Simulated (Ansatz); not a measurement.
Computed with Ansatz on PBE0-D4/def2-TZVP structures; ΔE is electronic, products minus reactants. CBS: MP2 limit from def2 TZ/QZ plus the TZ coupled-cluster correction, frozen cores. Functionals use def2-TZVPP. No spin–orbit coupling; open shells (•) take unrestricted orbitals. For Se outer-core shells are correlated without core-valence functions, which leaves a few kJ/mol of doubt a bond. Scalar relativity is left out up to krypton. Each species was taken in one conformer, which may not be the lowest.

Consider the homolysis of the C–Se bond: `OC[SeH]` → `[CH2]O`• + `[SeH]`•.

`OC[SeH]`:

Z-matrix (Å, degrees):
```
C
Se 1 1.972
O 1 1.389 2 115.1
H 1 1.089 2 105.2 3 -117.8
H 1 1.093 2 106.5 3 126.5
H 2 1.469 1 94.9 3 -93.9
H 3 0.961 1 109.0 2 57.7
```

`[CH2]O`•:

```xyz
5

C    -0.192    0.369   -0.174
O     0.784   -0.553    0.012
H    -0.217    0.784   -1.171
H    -1.084    0.327    0.440
H     0.709   -0.928    0.894
```

`[SeH]`•:

Z-matrix (Å, degrees):
```
Se
H 1 1.471
```

CCSD(T)/CBS gives +67.8 kcal/mol.

Q: Another level gave +35.4 kcal/mol. Which?
A. HF/def2-TZVPP
B. MP2/def2-TZVPP
C. BHLYP-D4/def2-TZVPP
D. r2SCAN/def2-TZVPP

A: A. HF/def2-TZVPP 35.4, BHLYP-D4 58.9, r2SCAN 62.4, MP2/def2-TZVPP 69.6 kcal/mol.

Largest T1 diagnostic among the species: 0.016.

From r2SCAN to r2SCAN0 (25 % exact exchange), in def2-TZVPP and without D4, ΔE moves by −2.1 kcal/mol: exact exchange takes away binding that semilocal exchange gives to molecules. The D4 term adds +2.5 kcal/mol with B3LYP and +1.3 kcal/mol with PBE0; it sums over pairs of atoms, weighted by their polarisabilities, and B3LYP, whose exchange is more repulsive, gets the larger term. At CCSD(T), def2-SVP lies −8.2 kcal/mol from the extrapolated value and def2-TZVPP −2.7 kcal/mol: correlation converges slowly with the basis, and small sets miss more of it in the bonded molecule than in its fragments.

B3LYP here is the variant with VWN-RPA as its local correlation; programs differ in this.
